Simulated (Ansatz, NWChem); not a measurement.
**Ligand exchange: GeH3(SH) + SiH3(InH2) → SiH3(GeH3) + InH2(SH)**

Species: GeH3(SH), singlet; SiH3(InH2), singlet; SiH3(GeH3), singlet; InH2(SH), singlet. The partners trade SH for SiH3: Ge–SH and In–SiH3 bonds give way to Ge–SiH3 and In–SH.

Shapes, held fixed at every level: PBE0-D4/def2-TZVP. Programs: Ansatz 0.2.0. Electronic energies: no zero-point or thermal term.

Task: Estimate ΔE of this reaction.

Result: The highest level, CCSD(T)/def2-TZVPP, gives ΔE = -48.8 kJ/mol; the levels span -51.9 to -43.4. The column of differences is taken from that level and isn't an error. No measured value is set beside it here. For atoms past krypton def2 sets carry core potentials with scalar relativity. Relativity is left out for Ge. Outer-core shells of Ge, In are correlated, in sets that cover them unevenly.

| level | kind | ΔE (kJ/mol) | less CCSD(T)/def2-TZVPP |
| --- | --- | --- | --- |
| HF/def2-SVP | Hartree–Fock | -43.4 | +5.4 |
| HF/def2-TZVPP | Hartree–Fock | -45.8 | +3.0 |
| SPW92/def2-TZVPP | LDA | -51.9 | -3.1 |
| wB97M-V/def2-TZVPP | range-separated hybrid | -47.2 | +1.6 |
| B2PLYP/def2-TZVPP | double hybrid | -49.6 | -0.8 |
| MP2/def2-TZVPP | perturbation theory | -49.3 | -0.5 |
| CCSD/def2-TZVPP | coupled cluster or CI | -47.8 | +1.0 |
| CCSD(T)/def2-TZVPP | coupled cluster or CI | -48.8 | 0.0 |
